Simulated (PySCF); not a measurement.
r2SCAN on Tl (thallium, neutral), [Xe] 4f14 5d10 6s2 6d1, 2D determinant (an excited configuration). Calculation: PySCF 2.14, in aug-cc-pwCVDZ-PP with ECP60MDF (6s5p4d1f, 48 functions); scalar relativity through the core potential.

```
cycle= 1 E= -172.421137626102  delta_E= -0.00964  |g|= 0.00978  |ddm|= 0.78
cycle= 2 E= -172.421160846001  delta_E= -2.32e-05  |g|= 0.00841  |ddm|= 0.0523
cycle= 3 E= -172.421180260373  delta_E= -1.94e-05  |g|= 0.00053  |ddm|= 0.0207
cycle= 4 E= -172.421180455401  delta_E= -1.95e-07  |g|= 2.85e-05  |ddm|= 0.00276
cycle= 5 E= -172.4211804569  delta_E= -1.5e-09  |g|= 5.61e-06  |ddm|= 0.000208
cycle= 6 E= -172.421180456926  delta_E= -2.52e-11  |g|= 6.1e-07  |ddm|= 2.49e-05
converged SCF energy = -172.421180456926  <S^2> = 0.75013376  2S+1 = 2.0001338
```

Highest occupied orbital energy: 0.049 eV; ⟨L²⟩ = 6.00; populations by l: s 4.00, p 6.00, d 11.00, f 0.00.

Task: Can this result be used?

Result: Not for this state. Self-consistency was reached. Energies and moments cover only the electrons outside the core potential. Spin-orbit coupling, absent here, splits the open shell strongly. The outer electron is Rydberg-like, and this basis confines it to a smaller radius and binds it less than a complete one would. At r2SCAN the highest occupied level has a positive energy, so only the finite basis holds that electron; for this excited configuration the basis is too tight for the outer shell.
